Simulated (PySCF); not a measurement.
Correlation energy of He (helium, neutral)

1s2, closed-shell 1S. All numbers are calculated (PySCF 2.14, the non-relativistic Hamiltonian (point nucleus), in def2-TZVPPD). Frozen: nothing; 2 electrons correlated.

With two correlated electrons CCSD is exact within the correlated space (frozen core and kept virtual orbitals).

```csv
level,correlation energy (mhartree)
CCSD,-39.19
```

Diagnostics: T1 = 0.0011, D1 = 0.0016, largest double amplitude 0.054.

Cost of the coupled-cluster step: about 0.02 core-seconds, for 2 correlated electrons.
